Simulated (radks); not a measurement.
Polarisability of the molybdenum ion Mo2+, [Kr] 4d4, at imaginary frequency. Calculated with a radial shooting solver on a logarithmic mesh with Libxc functionals: non-relativistic Kohn-Sham, LB94 model potential, spin-polarised, spherical densities, point nucleus; open shells are filled with parallel spins first (spin-orbit coupling, left out, can overturn this in heavy ions); relativity is left out, which matters for an element this heavy. Response by self-consistent Sternheimer equations with the Hartree and adiabatic LDA kernel.

| w (hartree) | alpha1(iw) (bohr^3) |
|---|---|
| 0.00266 | 9.416 |
| 0.0143 | 9.409 |
| 0.0360 | 9.375 |
| 0.0697 | 9.265 |
| 0.118 | 9.004 |
| 0.186 | 8.500 |
| 0.280 | 7.694 |
| 0.413 | 6.618 |
| 0.605 | 5.370 |
| 0.892 | 4.047 |
| 1.35 | 2.741 |
| 2.12 | 1.583 |
| 3.59 | 0.7346 |
| 6.94 | 0.2610 |
| 17.5 | 0.06298 |

Static values: alpha1 = 9.416 bohr^3 (1.395 angstrom^3; uncoupled 13.34). C6 = 50.37, triple-dipole C9 = 322.1 atomic units. One-pole (London) frequency 4 C6 / (3 alpha1^2) = 0.758 hartree, against 1.044 for minus the highest occupied eigenvalue.
